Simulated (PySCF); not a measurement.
# One molecule, several mistakes: CClGeH7Si

Calculated results; nothing here was measured. They come from PySCF 2.14.0, an open-source quantum chemistry program, on an isolated molecule that a program drew, which may never have been made. The molecule is CClGeH7Si (charge 0, singlet), drawn as the SMILES string `C[SiH](Cl)[GeH3]`.

Each row is a Hartree-Fock (HF) and frozen-core CCSD(T) single point in the cc-pV(D+d)Z basis, meant for a local HF minimum. Run 1 is clean. Each other run has one planted mistake out of seven kinds, and not every kind appears here: one electron removed, one electron added, multiplicity raised by two, geometry at a saddle point, minimal basis STO-3G, one bond length entered in bohr, all coordinates scaled. The reference is restricted for singlets and unrestricted otherwise, and also for a bond in bohr. Adding or removing an electron swaps singlet and doublet. Electrons count all cores. HOMO and LUMO are orbital energies over both spins, the gradient is its largest component, and the lowest frequency (negative if imaginary) is given only where the gradient is small. Bond lengths are over the 10 bonds as drawn. T1 is the CCSD diagnostic: over 0.02 (restricted) or 0.045 (unrestricted) a single reference is doubtful. Germanium has the cc-pVDZ-PP basis, with a core potential (ECP10MDF) in place of its 10 inner electrons, and its 3s, 3p and 3d shells are frozen in CCSD(T).

Geometry of the clean run:
```xyz
11
CClGeH7Si, angstrom
C    -0.8948    0.8859   -0.0829
Si   -0.5948   -0.7712    0.7347
Cl   -1.7763   -0.8838    2.4571
Ge    1.6914   -1.1014    1.3913
H    -0.3146    0.9588   -1.0077
H    -1.9524    1.0053   -0.3302
H    -0.6001    1.7072    0.5743
H    -1.0423   -1.8701   -0.1462
H     2.6049   -1.0615    0.1580
H     1.8602   -2.4578    2.0810
H     2.1305    0.0065    2.3548
```

| run | electrons | basis functions | <S^2> | HOMO (eV) | LUMO (eV) | gradient (hartree/bohr) | lowest frequency (cm^-1) | mean bond (Å) | longest bond (Å) | T1 | HF (hartree) | CCSD(T) (hartree) | mistake |
|---|---|---|---|---|---|---|---|---|---|---|---|---|---|
| 1 | 76 | 118 | 0.000 | -10.52 | 3.42 | 1.8e-05 | 91 | 1.5721 | 2.401 | 0.0099 | -1083.82484 | -1084.38732 | no fault |
| 2 | 76 | 118 | 0.000 | -10.53 | 3.93 | 5.2e-02 | - | 1.4809 | 2.262 | 0.0093 | -1083.78710 | -1084.34473 | all coordinates scaled |
| 3 | 76 | 118 | 2.012 | -3.95 | -2.32 | 3.6e-02 | - | 1.5721 | 2.401 | 0.0262 | -1083.59074 | -1084.15576 | multiplicity raised by two |
| 4 | 77 | 118 | 0.759 | 2.12 | 8.24 | 7.2e-02 | - | 1.5721 | 2.401 | 0.0126 | -1083.72163 | -1084.30552 | ? |

**Which mistake was planted in run 4, and what did it cost?**

It counts 77 electrons, one more than the clean run, at the same geometry and basis. So the mistake is: one electron added. Subtracting run 1 and multiplying by 627.51 kcal/mol a hartree, the energy moved by 64.8 kcal/mol in HF and 51.3 kcal/mol in CCSD(T).

Cautions from the logs. Run 4: the HOMO is above zero, so the electron isn't bound and the energy depends on the basis.
